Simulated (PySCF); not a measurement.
# Reading the logs of faulty runs: AlGeH4NO

These are calculations, not measurements. They come from PySCF 2.14.0, an open-source quantum chemistry program, on an isolated molecule that a program drew, which may never have been made. The molecule is AlGeH4NO (charge 0, singlet), drawn as the SMILES string `[NH]=[GeH][O][AlH2]`.

Each row is a Hartree-Fock (HF) and frozen-core CCSD(T) single point in the cc-pV(D+d)Z basis, meant for a local HF minimum. Run 1 is clean. Each other run has one planted mistake out of seven kinds, and not every kind appears here: one electron removed, one electron added, multiplicity raised by two, geometry at a saddle point, minimal basis STO-3G, one bond length entered in bohr, all coordinates scaled. The reference is restricted for singlets and unrestricted otherwise, and also for a bond in bohr. Adding or removing an electron swaps singlet and doublet. Electrons count all cores. HOMO and LUMO are orbital energies over both spins, the gradient is its largest component, and the lowest frequency (negative if imaginary) is given only where the gradient is small. Bond lengths are over the 7 bonds as drawn. T1 is the CCSD diagnostic: over 0.02 (restricted) or 0.045 (unrestricted) a single reference is doubtful. Germanium has the cc-pVDZ-PP basis, with a core potential (ECP10MDF) in place of its 10 inner electrons, and its 3s, 3p and 3d shells are frozen in CCSD(T).

Geometry of the clean run:
```xyz
8
AlGeH4NO, angstrom
N     0.9731    0.1694   -0.8190
Ge    0.2690   -1.2226   -0.2014
O    -0.9347   -2.0265   -1.1499
Al   -1.8981   -2.1816   -2.5369
H     1.6606    0.5607   -0.1902
H     0.4305   -2.0217    1.0811
H    -3.3287   -1.5286   -2.5259
H    -1.3437   -3.0324   -3.7377
```

```
run  electrons  basis functions  <S^2>  HOMO (eV)  LUMO (eV)  gradient (hartree/bohr)  lowest frequency (cm^-1)  mean bond (Å)  longest bond (Å)      T1  HF (hartree)  CCSD(T) (hartree)                     mistake
  1         64               94  0.000      -9.74       1.66                  3.7e-05                        43         1.5400             1.731  0.0201    -666.94925         -667.51070                    no fault
  2         64               94  2.031      -5.86       0.65                  1.3e-01                         -         1.5400             1.731  0.0181    -666.86035         -667.37307  multiplicity raised by two
  3         64               94  0.000     -10.12       1.87                  8.7e-02                         -         1.4322             1.609  0.0164    -666.89567         -667.43804      all coordinates scaled
  4         64               94  0.000      -9.73       1.55                  2.1e-05                       -90         1.5406             1.734  0.0201    -666.94769         -667.50966                           ?
```

**Which mistake was planted in run 4, and what did it cost?**

The gradient is small, so the point is stationary, but the lowest frequency is imaginary (-90 cm^-1). So the mistake is: geometry at a saddle point. Subtracting run 1 and multiplying by 627.51 kcal/mol a hartree, the energy moved by 1.0 kcal/mol in HF and 0.7 kcal/mol in CCSD(T).

Cautions from the logs. Run 1: T1 is over the limit, so its CCSD(T) energy is less reliable; run 4: T1 is over the limit, so its CCSD(T) energy is less reliable.
